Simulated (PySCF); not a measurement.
# Excited states of Ca²⁺ (calcium, charge +2)

Ground state [Ar], ¹S. Computed with PySCF 2.14 in an uncontracted even-tempered set (23 s from 0.00864 bohr⁻², ratio 2.5; 16 p from 0.0114 bohr⁻², ratio 2.5; 8 d from 0.0105 bohr⁻², ratio 2.7; 3 f from 2.3 bohr⁻², ratio 2.7), with scalar relativity by spin-free X2C-1e. Vertical excitation energies in eV without spin-orbit coupling; excited terms of each kind are numbered among those the solver found. Frozen: [Ne].

```
 term  leading excitation  EOM-EE-CCSD
1 3P°              3p → d       25.697
1 3F°              3p → d       26.934
1 1D°              3p → d       28.598
1 3D°              3p → d       28.702
1 1F°              3p → d       28.836
1 1P°              3p → s       30.456
 1 3S              3p → p       33.525
 1 3D              3p → p       34.270
 1 1D              3p → p       34.508
 1 1P              3p → p       34.676
 1 3P              3p → p       34.702
 1 1S              3p → p       35.847
 2 3S              3p → p       41.873
 2 1D              3p → p       42.208
```

The solver can miss terms. Rydberg members are limited by the diffuse functions of the basis. The 30 highest virtual orbitals were dropped.
